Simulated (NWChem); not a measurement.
System: PbI cation, singlet; SMILES [Pb+][I]

Input file for NWChem:

```
start job
memory heap 200 mb stack 900 mb global 1100 mb
charge 1
geometry units angstroms
  Pb     0.000000     0.000000    -1.077552
  I      0.000000     0.000000     1.646111
end
basis spherical
  * library def2-svp
end
ecp
  I library def2-ecp
  Pb library def2-ecp
end
dft
  xc becke88 lyp
  iterations 150
end
driver
  maxiter 120
end
task dft optimize
dft
  grid fine
  convergence energy 1d-8 density 1d-7
end
task dft freq numerical
```

Low-valent species are run as closed-shell singlets; no triplet was tried in these runs. def2 effective core potentials on I, Pb; no spin-orbit coupling.

The level has its own optimisation; frequencies are unscaled.

### Question
What results follow from this input? (BLYP/def2-SVP with def2 effective core potentials on I, Pb.) Quantities: r I–Pb (Å); highest harmonic frequency (cm⁻¹); zero-point energy (kcal/mol).

### Answer
```
Item                               Value
---------------------------------  -----
r I–Pb (Å)                         2.754
highest harmonic frequency (cm⁻¹)    188
zero-point energy (kcal/mol)         0.3
```
